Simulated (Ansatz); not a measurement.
Consider the ligand exchange at the Si–S bond: `N[SiH](O)S[SiH3]` + `N[SiH](N)F` → `N[Si@H](O)N[Si@@H](N)F` + `[SiH3]S`.

Calculated with Ansatz (gas phase, PBE0-D4/def2-TZVP geometries, no zero-point term in ΔE). CCSD(T)/CBS adds triple-zeta CCSD(T) − MP2 to the extrapolated MP2 energy (def2 sets, frozen cores). DFT in def2-TZVPP. B3LYP here is the variant with VWN-RPA as its local correlation; programs differ in this. One conformer a species, not always the lowest.

```
             level  ΔE (kcal/mol)  difference from CCSD(T)/CBS
            PBE-D4           -1.5                          0.9
         r2SCAN-D4           -2.1                          0.3
           PBE0-D4           -1.6                          0.8
          B3LYP-D4           -3.1                         -0.7
           ωB97M-V           -2.7                         -0.3
            B2PLYP           -2.9                         -0.5
            r2SCAN           -2.0                          0.4
             B3LYP           -2.8                         -0.4
SCS-MP2/def2-TZVPP           -3.0                         -0.6
CCSD(T)/def2-TZVPP           -3.8                         -1.4
     HF/def2-QZVPP           -2.6                         -0.2
    MP2/def2-QZVPP           -1.7                          0.7
SCS-MP2/def2-QZVPP           -2.2                          0.2
      HF/CBS(def2)           -2.6                         -0.2
     MP2/CBS(def2)           -1.1                          1.3
    CCSD/CBS(def2)           -2.4                          0.0
       CCSD(T)/CBS           -2.4                            0
```

Largest T1 diagnostic among the species: 0.011.
